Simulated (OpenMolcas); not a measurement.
# Te I: the spin-orbit constant, worked from levels

```json
{
 "Program": "OpenMolcas 26.06",
 "Basis": "ANO-RCC-VTZP [7s6p4d2f1g]",
 "Scalar Hamiltonian": "DKH2, point nucleus",
 "Active space": "4 electrons in 3 orbitals (5p)",
 "State averaging": "2S+1 = 3 even, 3 roots; 2S+1 = 1 even, 6 roots",
 "Spin-orbit coupling": "state interaction with AMFI integrals over the reference wave functions, term energies averaged over their components"
}
```

Methods: CASSCF; SS-CASPT2, IPEA 0.25 Eh, imaginary shift 0.1 Eh (closed shells correlated: 4d 5s). Measured levels: NIST Handbook of Basic Atomic Spectroscopic Data.

**The spin-orbit constant.** For the Hund term 3P of p4, E(J) = (A/2) J(J+1) + constant and ζ = -2S·A = -2A. From J = 0 to J = 2 the energy changes by 3 A.

```tsv
Source	E(2) - E(0)	A	ζ
CASSCF	-4745.7	-1581.9	3164
SS-CASPT2	-4582.8	-1527.6	3055
measured	-4706.5	-1568.8	3138
```

All in cm-1. SS-CASPT2 is off by -2.6 % and CASSCF by +0.8 %. Both methods take the spin-orbit matrix elements from the reference wave functions, so the second can move ζ only through the term energies and any multistate remixing. Second-order mixing with other terms is absorbed into this ζ.

With the s shell closed, the reference lacks s² → p² mixing. Measured partners are found by configuration, term and J. A level has none where our copy of the source lacks it or the pairing is in doubt (some pairs that miss far off the trend of their configuration count as doubtful), and it then counts in no deviation. Levels of configurations outside the active space are missing.
